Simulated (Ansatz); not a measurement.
The pair A = H3ISi (SMILES [SiH3]I) (first 5 atoms), B = CH4 (SMILES C); geometry from B3LYP-D3(BJ)/def2-TZVP.
(charge 0, multiplicity 1):
```xyz
10

Si     0.2033    -1.3741     1.3372
I     -0.5415     0.9101     0.8106
H      0.3638    -2.1087     0.0670
H     -0.8227    -2.0156     2.1806
H      1.4899    -1.2905     2.0536
C      0.0082    -0.1697     4.9674
H     -0.8494    -0.8254     4.8232
H      0.9275    -0.7473     4.8790
H     -0.0045     0.6144     4.2118
H     -0.0425     0.2799     5.9580
```

Correlated levels freeze the cores. Filled d and f shells under p-block atoms count as core.

The values were computed with Ansatz (a quantum-chemistry and plane-wave program). Each number belongs to the level named beside it. In def2 rows elements past Kr take small-core potentials, without spin–orbit coupling.

Total energies (hartree), monomers frozen at their geometry in the pair:

```
structure              PBE/def2-TZVPPD  B3LYP/def2-TZVPPD  MP2/def2-SVPD
---------------------  ---------------  -----------------  -------------
AB                        -629.3346077       -629.7010040   -627.8287157
A in the pair's basis     -588.8700302       -589.1629176   -587.4885619
B in the pair's basis      -40.4643363        -40.5391843    -40.3390608
A                         -588.8699878       -589.1628720   -587.4869014
B                          -40.4643070        -40.5391540    -40.3383786
```

Question: Work out the interaction energy without and with the counterpoise correction, and the superposition error, for each level.

Answer: 
E(AB) − E(A) − E(B), times 627.509 kcal/mol, with the monomers in their own basis and then in the pair's basis:
- PBE/def2-TZVPPD: -0.20 uncorrected, -0.15 corrected; the monomers gain 0.04 kcal/mol from borrowed functions
- B3LYP/def2-TZVPPD: 0.64 uncorrected, 0.69 corrected; the monomers gain 0.05 kcal/mol from borrowed functions
- MP2/def2-SVPD: -2.16 uncorrected, -0.69 corrected; the monomers gain 1.47 kcal/mol from borrowed functions
